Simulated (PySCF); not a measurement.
Computed with B3LYP-D3(BJ)/def2-TZVP (PySCF 2.14.0). Gas-phase values, no solvent. One relaxed conformer stands for a flexible species; it need not be the lowest. B3LYP has the VWN-RPA correlation part, as in Gaussian. 

Reference species (SMILES): `[H]/N=C(/C)N` (neutral, multiplicity 1).

```
Item             Result
-------------  --------
HOMO–LUMO gap   7.11 eV
HOMO           -6.76 eV
```

Changed species: `C=NCN`.

Question: Predict the effect on the HOMO–LUMO gap and HOMO.

Answer: the HOMO–LUMO gap falls by 0.87 eV, to 6.24 eV; the HOMO drops by 0.17 eV, to -6.93 eV.
